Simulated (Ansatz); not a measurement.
Mulliken charges of CH3ClFY (`[CH3][Y]([F])[Cl]`) from B3LYP/def2-TZVPP in Ansatz (PBE0-D4/def2-TZVP geometry).

```tsv
atom	x (Å)	y (Å)	z (Å)	charge (e)
C1	-0.179	1.085	-0.049	-0.654
Y2	0.475	-1.153	-0.071	1.174
F3	1.774	-1.638	1.344	-0.467
Cl4	-1.117	-2.741	-1.091	-0.358
H5	-1.139	1.204	0.474	0.109
H6	0.529	1.756	0.452	0.099
H7	-0.343	1.487	-1.058	0.097
```

Task: By hand: the dipole of these point charges (1 e Å = 4.8032 D).

Result: Σ q r = (0.141, 0.132, -0.295) e Å, of length 0.353 e Å = 1.70 D.

Task: How does the dipole of the full density compare? (Estimate.)

Result: Ansatz gave: (0.353, 0.255, -0.272) e Å, 2.47 D; the point charges give 0.69 times that, at 25° from its direction.

Point charges leave out the atoms' own dipoles, such as those of lone pairs, and Mulliken's split depends on the basis, so the two needn't agree.

B3LYP here is the variant with VWN-RPA as its local correlation; programs differ in this.
